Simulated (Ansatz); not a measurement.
Molecule: sum formula HBOF$_{2}$ (charge 0, singlet). SMILES: B(F)(O)F
Structure (B3LYP-D3(BJ)/def2-TZVP (Ansatz, an electronic-structure program) minimum search):
```xyz
5

B     -0.0138    -0.0173    -0.0022
F     -0.3836     1.2557     0.1315
F     -0.9587    -0.9338    -0.1214
O      1.2809    -0.3932    -0.0192
H      1.9030     0.3355     0.0731
```

Property: vertical ionisation energy (to the doublet state of charge +1; each state is the SCF solution reached for its spin), in eV. Valence correlation only, unless marked. UHF or UKS for open shells. No spin-orbit coupling. Non-relativistic. Basis-set limits of correlation are two-point, X^-3; Hartree-Fock from the larger set. [CCSD(T)-MP2]/basis is that difference in the basis named.

RI-MP2/CBS(aug-cc-pVTZ,aug-cc-pVQZ)+[CCSD(T)-MP2]/aug-cc-pVTZ (Ansatz) gives 14.12 eV.

**Question.** Another calculation gave 13.73 eV. Which level was it?
(A) r2SCAN/def2-TZVPD (Ansatz)
(B) PBE/def2-TZVPD (Ansatz)
(C) PBE0/def2-TZVPD (Ansatz)
(D) CAM-B3LYP/def2-TZVPD (Ansatz)

**Answer.** C, PBE0/def2-TZVPD (Ansatz). The others give 13.96 (CAM-B3LYP), 13.53 (r2SCAN), 13.34 (PBE) eV.
